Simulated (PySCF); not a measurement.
Species: C2H12N2OSi3.
SMILES with atom numbers: `[CH3:1][N:2]1[CH2:3][Si@:4]([NH2:5])([O:6][SiH3:7])[SiH2:8]1`

Geometry (GFN2-xTB, Å), atoms numbered from 1 in this order:
```
atom  x, y, z in Å
C1     2.9306    0.3859   -0.3463
N2     1.6176   -0.0578    0.0090
C3     0.6029   -0.0695   -1.0389
Si4   -0.8302   -0.7444    0.0516
N5    -1.5478   -2.1460   -0.6587
O6    -2.1099    0.2447    0.2407
Si7   -2.8664    1.6697    0.3239
Si8    0.9370   -0.5383    1.5179
H9     2.9128    1.4085   -0.7447
H10    3.5694    0.3665    0.5342
H11    3.3728   -0.2642   -1.1122
H12    0.4521    0.9370   -1.4467
H13    0.9152   -0.7093   -1.8711
H14   -0.9622   -2.9399   -0.8574
H15   -2.4397   -2.4467   -0.3007
H16   -1.9290    2.7507    0.0203
H17   -3.3602    1.7671    1.6976
H18   -3.9480    1.6056   -0.6570
H19    1.6389   -1.7127    2.0758
H20    1.0388    0.5038    2.5596
```

NICS = −σ at a ghost point: NICS(0) at the centroid of the ring atoms, NICS(1) 1 Å to either side along the normal of their mean plane, zz for the tensor component along that normal. Level: GIAO PBE0/pcSseg-1 (PySCF, non-relativistic, gas phase) on the GFN2-xTB geometry, one conformer.

Ring bond lengths (Å), with Mayer bond orders in brackets: N2–C3 1.459 (0.93), C3–Si4 1.923 (0.80), Si4–Si8 2.306 (0.91), Si8–N2 1.724 (0.98).

Task: Give the NICS values of each ring in ppm.

Result: 
| ring | type | NICS(0) | NICS(1), two faces | NICS(1)zz, two faces | rms pucker (Å) | centre to ring atoms, mean (Å) |
| --- | --- | --- | --- | --- | --- | --- |
| N2–C3–Si4–Si8 | 4-membered ring with N and 2 Si; formal bonds all single | -4.2 | -1.3 / -1.8 | 2.5 / 2.0 | 0.02 | 1.30 |

Task: What do they say, and how far can they be read as aromaticity?

Result: 
- N2–C3–Si4–Si8: mean NICS(1)zz 2.2 ppm, near zero. C3, Si4, Si8 have four or more neighbours, and the NICS criterion for π rings isn't applied.

Task: List the ring angles and the Hirshfeld charges of the ring atoms.

Result: 
- N2–C3–Si4–Si8: N2 110.6° (-0.177 e), C3 96.5° (-0.130 e), Si4 76.0° (+0.394 e), Si8 76.8° (+0.243 e); sum 359.9° against 360° for a flat convex ring.

Hardware: one thread of an Arm Neoverse V2, shared host. Cost: 57 s wall (grids of density and orbitals included), 1.0 GiB resident at most. This is the whole shielding run at PBE0/pcSseg-1, SCF included.
